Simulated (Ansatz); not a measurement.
Reaction (formal exchange of groups at a C–C bond): `CC=C=C(C)F` + `C[CH2][MgH]` → `C[CH2][Mg][CH3]` + `C=C=C(C)F`

Gas-phase electronic energies from Ansatz, PBE0-D4/def2-TZVP geometries. CBS: MP2 limit from def2 TZ/QZ plus the TZ coupled-cluster correction, frozen cores. DFT in def2-TZVPP. B3LYP here is the variant with VWN-RPA as its local correlation; programs differ in this. For Mg outer-core shells are correlated without core-valence functions, which leaves a few kJ/mol of doubt a bond. Each species was taken in one conformer, which may not be the lowest.

```
             level  ΔE (kJ/mol)  difference from CCSD(T)/CBS
         r2SCAN-D4        -16.1                          7.9
           PBE0-D4        -11.9                         12.1
          B3LYP-D4        -13.9                         10.1
           ωB97X-V        -11.0                         13.0
           ωB97M-V        -15.7                          8.3
            B2PLYP        -18.4                          5.6
     HF/def2-TZVPP         -6.0                         18.0
SCS-MP2/def2-TZVPP        -16.2                          7.8
CCSD(T)/def2-TZVPP        -17.2                          6.8
     HF/def2-QZVPP         -6.3                         17.7
       CCSD(T)/CBS        -24.0                            0
```

Largest T1 diagnostic among the species: 0.012.

The D4 term adds +4.5 kJ/mol with B3LYP and +2.5 kJ/mol with PBE0; it sums over pairs of atoms, weighted by their polarisabilities, and B3LYP, whose exchange is more repulsive, gets the larger term. In def2-TZVPP, CCSD(T) changes the Hartree–Fock value by −11.2 kJ/mol (the triples alone add −0.8 kJ/mol) and MP2 by −12.9 kJ/mol. From PBE to PBE0 (25 % exact exchange), in def2-TZVPP and without D4, ΔE moves by +3.0 kJ/mol.
